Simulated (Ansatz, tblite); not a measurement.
Removing and adding an electron: `C[Si](C)(C)O[Si](C)(C)O[Si](C)(C)O[Si](C)(C)O[Si](C)(C)O[Si](C)(C)O[Si](C)(C)O[Si](C)(C)O[Si](C)(C)O[Si](C)(C)C`. Charge 0, multiplicity 1. Geometry: r2SCAN-D4/def2-SVP. Ansatz, gas phase; energy differences of separate SCF runs; the oxidised species was run as a doublet alone; the reduced species was run as a doublet alone.

Cartesian coordinates in Å:
```
C 3.069 -7.760 -4.287
Si 2.345 -6.593 -5.567
C 3.692 -5.961 -6.710
C 0.978 -7.422 -6.537
O 1.652 -5.288 -4.778
Si 1.865 -4.180 -3.557
C 1.539 -4.991 -1.912
C 3.573 -3.431 -3.663
O 0.737 -2.982 -3.813
Si -0.272 -2.593 -5.098
C 0.744 -2.472 -6.659
C -1.638 -3.850 -5.219
O -0.927 -1.109 -4.748
Si -0.592 0.194 -3.767
C 1.219 0.632 -3.931
C -1.733 1.577 -4.257
O -0.929 -0.194 -2.190
Si -0.576 -1.152 -0.873
C -1.415 -2.803 -1.043
C 1.277 -1.275 -0.674
O -1.206 -0.374 0.451
Si -1.649 1.175 0.881
C -0.390 2.384 0.216
C -3.375 1.516 0.277
O -1.650 1.227 2.546
Si -0.583 0.813 3.759
C -1.456 1.092 5.379
C -0.003 -0.941 3.521
O 0.757 1.792 3.645
Si 1.588 3.139 4.140
C 3.375 2.661 4.347
C 1.336 4.505 2.892
O 1.026 3.634 5.630
Si -0.121 4.677 6.231
C 0.590 6.401 6.324
C -0.664 4.055 7.902
O -1.393 4.672 5.167
Si -2.943 5.069 4.687
C -4.165 4.213 5.824
C -3.145 6.932 4.801
C -3.130 4.467 2.927
H 3.867 -7.273 -3.703
H 2.295 -8.101 -3.579
H 3.506 -8.656 -4.759
H 3.286 -5.244 -7.443
H 4.488 -5.447 -6.146
H 4.160 -6.785 -7.273
H 0.175 -7.770 -5.867
H 1.349 -8.295 -7.100
H 0.530 -6.722 -7.261
H 2.296 -5.762 -1.695
H 0.551 -5.479 -1.913
H 1.554 -4.260 -1.088
H 4.359 -4.187 -3.502
H 3.712 -2.641 -2.908
H 3.735 -2.980 -4.656
H 1.195 -3.447 -6.904
H 1.559 -1.739 -6.536
H 0.129 -2.150 -7.515
H -2.222 -3.875 -4.285
H -1.219 -4.854 -5.393
H -2.330 -3.614 -6.043
H 1.461 0.947 -4.960
H 1.505 1.451 -3.251
H 1.844 -0.243 -3.690
H -1.576 1.876 -5.306
H -1.583 2.464 -3.621
H -2.782 1.257 -4.149
H -1.260 -3.426 -0.147
H -1.019 -3.341 -1.917
H -2.500 -2.664 -1.177
H 1.730 -1.748 -1.560
H 1.550 -1.869 0.214
H 1.721 -0.273 -0.558
H -0.335 2.326 -0.883
H -0.636 3.420 0.499
H 0.607 2.154 0.628
H -3.706 2.533 0.538
H -3.417 1.406 -0.819
H -4.085 0.799 0.720
H -0.791 0.876 6.231
H -2.350 0.454 5.464
H -1.771 2.145 5.452
H -0.854 -1.637 3.455
H 0.649 -1.262 4.350
H 0.567 -1.024 2.582
H 3.988 3.523 4.655
H 3.791 2.260 3.409
H 3.474 1.882 5.121
H 1.892 5.414 3.176
H 0.266 4.762 2.832
H 1.671 4.202 1.888
H 0.862 6.764 5.319
H 1.497 6.427 6.950
H -0.136 7.112 6.750
H 0.195 3.966 8.587
H -1.132 3.062 7.817
H -1.395 4.739 8.364
H -4.014 4.514 6.874
H -4.057 3.117 5.770
H -5.205 4.460 5.552
H -3.034 7.286 5.840
H -4.139 7.252 4.446
H -2.388 7.449 4.188
H -2.881 3.394 2.870
H -2.449 5.008 2.249
H -4.158 4.605 2.554
```

The xTB rows come from tblite. Single mean-field runs in def2-TZVP are fitted with def2-universal-jkfit. HOMO above LUMO, or a gap near zero within one spin, warns that the state may not be the lowest or that an electron is smeared out.

```csv
level,−HOMO (eV),vertical IE (eV),−LUMO (eV),vertical EA (eV),HOMO–LUMO gap (eV),IE − EA (eV),remarks
GFN1-xTB,10.53,11.82,3.78,2.61,6.75,9.22,–
GFN2-xTB,9.95,11.26,3.95,2.70,6.00,8.55,–
PBE-D4/def2-TZVP,6.17,–,0.42,-0.54,5.75,–,"HOMO above zero (-1 doublet), gap within one spin near zero (-1 doublet)"
B97M-V/def2-TZVP,6.59,–,0.44,-0.47,6.15,–,"HOMO above zero (-1 doublet), gap within one spin near zero (-1 doublet)"
PBE0-D4/def2-TZVP,7.53,8.53,-0.34,-1.04,7.87,9.58,HOMO above zero (-1 doublet)
```

Run but left out: PBE-D4/def2-TZVP, B97M-V/def2-TZVP (charge +1 doublet: an occupied level 0.02 to 0.03 eV above an empty one).   A HOMO above zero means that the electron is unbound at that level or that self-interaction error raises the level; the energy of removing that electron tells which. Raw xTB energy differences between charge states are shifted by several eV; the methods need an empirical correction for them. Sets without diffuse functions give affinities that are too small. A negative affinity means that the extra electron isn't bound; its size then hangs on the basis.
